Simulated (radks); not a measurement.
Results of a calculation; reference values are marked as such.
All-electron atom: Kr3+ in [Ar] 3d9 4s2 4p3 5s1 (not the ground configuration).

Code: a radial shooting solver on a logarithmic mesh with Libxc functionals. Model: Dirac Kohn-Sham, XLYP, spin-unpolarised, spherical densities, finite nucleus; open shells are shared between the two j in proportion to 2j + 1; Fermi nuclear charge, rms radius 4.1884 fm.

Energy parts (eV):
| part | energy |
|---|---|
| total | -75767.801 |
| kinetic | 77822.504 |
| electron-nucleus | -181132.915 |
| Hartree | 30130.600 |
| exchange-correlation | -2587.990 |

Orbitals (lengths in bohr, moments of r in powers of bohr; r(max) is where P^2 peaks):
orbital  occ.  eigenvalue (eV)   r(max)     <r^2>      <r>
1s1/2       2        -14224.87  0.02707  0.002318  0.04148
2s1/2       2        -1931.687   0.1543   0.03963   0.1832
2p1/2       2        -1752.401   0.1211   0.03037   0.1573
2p3/2       4        -1698.522   0.1244   0.03180   0.1613
3s1/2       2        -325.6261   0.4649    0.3171   0.5254
3p1/2       2        -262.2661   0.4546    0.3242   0.5267
3p3/2       4        -254.1188   0.4631    0.3365   0.5368
3d3/2     3.6        -143.8330   0.4037    0.3498   0.5354
3d5/2     5.4        -142.4540   0.4063    0.3543   0.5389
4s1/2       2         -67.7177    1.251     2.201    1.396
4p1/2       1         -51.3938    1.359     2.715    1.544
4p3/2       2         -50.3258    1.382     2.802    1.569
4d3/2       0         -27.0836    1.767     5.068    2.093
4d5/2       0         -26.9712    1.775     5.110    2.102
5s1/2       1         -23.2824    2.988     11.35    3.187
5p1/2       0         -18.8077    3.394     14.64    3.615
5p3/2       0         -18.5755    3.438     14.97    3.657
4f5/2       0         -11.6789    3.339     17.02    3.855
4f7/2       0         -11.6778    3.340     17.03    3.856
6s1/2       0         -11.3952    5.821     37.60    5.805

The highest occupied level is 5s1/2 at -23.282 eV. The configuration is held as typed, so some empty levels lie below it. The density falls to 0.001 e/bohr^3 at r = 4.17 bohr. Summed over all electrons, <r^2> = 30.14 bohr^2, which gives a Langevin (diamagnetic) susceptibility term of -23.9 x 10^-6 cm^3/mol.
